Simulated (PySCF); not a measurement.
AlH3, SMILES [AlH3]. The structure is a stationary point at B3LYP-D3(BJ)/def2-TZVPD. The isomer is the one that the SMILES or the coordinates give; other isomers of the formula were not compared.

TDDFT-LC-ωPBE/def2-TZVPD in PySCF puts the lowest singlet excitations at 5.63, 5.63, 8.42, 8.66, 8.66, 9.03 eV.

What are the lowest excitation roots from ADC(2)/aug-cc-pVDZ (PySCF)? (An estimate is asked for; the answer gives what the named calculation found.)

5.82, 5.82, 8.62, 8.62, 9.11, 9.11 eV. S1 differs by 0.19 eV (second minus first; roots are paired by order, and the bases may differ).
